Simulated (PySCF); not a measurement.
# ORD: `FC[C@@H]1CO[SiH2][C@@H]1F`, C$_{4}$H$_{8}$F$_{2}$OSi

Geometry:
```tsv
atom	x (Å)	y (Å)	z (Å)
F1	2.577	1.006	-0.857
C2	1.862	-0.122	-0.534
C3	0.373	0.192	-0.497
C4	0.011	1.204	0.599
O5	-1.380	1.153	0.824
Si6	-2.097	-0.267	0.473
C7	-0.486	-1.045	-0.246
F8	0.113	-1.843	0.726
H9	2.090	-0.872	-1.298
H10	2.223	-0.462	0.441
H11	0.070	0.610	-1.463
H12	0.271	2.224	0.310
H13	0.531	0.953	1.529
H14	-2.501	-0.988	1.669
H15	-3.108	-0.058	-0.554
H16	-0.556	-1.677	-1.133
```

Level of theory: PySCF 2.14.0, TDDFT wB97X-D/def2-SVPD circular dichroism and optical rotation, one conformer, gas phase. Geometry: GFN2-xTB.

The molecule is flexible and this is one conformer; a measurement averages over conformers. Singlets 11 and 12 lie within 0.01 eV of each other, so their separate moments and overlaps can depend on how they mix.

Stereocentres: C3 S, C7 S.

Problem. Give the optical rotatory dispersion at 633, 589.3, 546, 436, 405, 365, 355 nm.

Solution. [α] in deg dm⁻¹ (g/mL)⁻¹:
```tsv
λ (nm)	origin-invariant length gauge	modified velocity gauge	length gauge (centre of mass)	isotropic polarisability (au)
633	-2.4	-10.2	-2.4	74.7
589.3	-2.7	-11.8	-2.7	74.9
546	-3.1	-13.9	-3.0	75.2
436	-4.1	-22.3	-4.0	76.4
405	-4.5	-26.3	-4.3	76.9
365	-5.2	-33.6	-5.0	77.8
355	-5.4	-36.0	-5.2	78.1
```

The first excitation lies at 7.26 eV (171 nm) with R = -48.1 × 10⁻⁴⁰ esu² cm² (velocity form).
